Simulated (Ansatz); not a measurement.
`FC(F)C[SiH3]`. Total charge 0; spin multiplicity 1.

Z-matrix (Å, degrees):
```
C
F 1 1.361
C 1 1.500 2 110.8
F 1 1.363 2 106.6 3 120.3
H 1 1.095 2 107.3 3 -124.7
Si 3 1.887 1 114.2 2 176.4
H 3 1.094 1 108.4 2 53.9
H 3 1.094 1 108.3 2 -62.3
H 6 1.486 3 108.4 1 169.6
H 6 1.488 3 109.5 1 50.9
H 6 1.483 3 111.3 1 -70.1
```

(1) List the harmonic frequencies (cm⁻¹, unscaled) at PBE0-D4/def2-TZVP in Ansatz. (An estimate is asked.)

(2) Is this a minimum?

(3) Give the ideal-gas thermochemistry at 298.15 K and 1 bar (rigid rotor, harmonic oscillator; point group C1, symmetry number 1).

Answers

(1) Ansatz gave: 75, 131, 162, 369, 437, 522, 572, 615, 769, 840, 924, 944, 950, 989, 1086, 1146, 1212, 1226, 1382, 1409, 1444, 2224, 2235, 2251, 3066, 3073, 3124.

(2) Yes, all 27 modes are real.

(3) Zero-point energy 198.4 kJ/mol; H(298) − E = 218.0 kJ/mol; entropy 336.4 J/(mol·K), of which translation 165.8, rotation 111.9, vibration 58.8; G(298) − E = 117.7 kJ/mol. Modes under 100 cm⁻¹ are hindered rotations or soft bends, so the harmonic entropy is rough.
